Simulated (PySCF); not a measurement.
Delta-SCF ions had no search for a lower state. Excitations are Tamm–Dancoff values on a coarser integration grid. The basis has no diffuse functions, so Rydberg states are missing or too high.

Cartesian coordinates (Å):
SMILES: BB=N
```xyz
6

B     -1.2005     0.0063    -0.0181
B      0.4543    -0.0028     0.0082
N      1.6888    -0.0095     0.0262
H     -1.8196    -1.0013     0.0999
H     -1.8042     1.0207    -0.1562
H      2.6811    -0.0134     0.0400
```
Charge 0, spin multiplicity 1.

Task: Estimate the T1 excitation (TDA), dipole moment, HOMO, S1 excitation (TDA), S1–T1 gap (TDA), vertical ionisation energy (Delta-SCF), total energy and LUMO that PBE-D3(BJ)/def2-TZVP // CAM-B3LYP-D3(BJ)/def2-TZVP run with PySCF 2.14.0 returns for this input.

Result: 
T1 excitation (TDA): 3.25 eV
dipole moment: 0.50 D
HOMO: -7.10 eV
S1 excitation (TDA): 3.49 eV
S1–T1 gap (TDA): 0.24 eV
vertical ionisation energy (Delta-SCF): 10.69 eV
total energy: -106.1106 Ha
LUMO: -3.67 eV
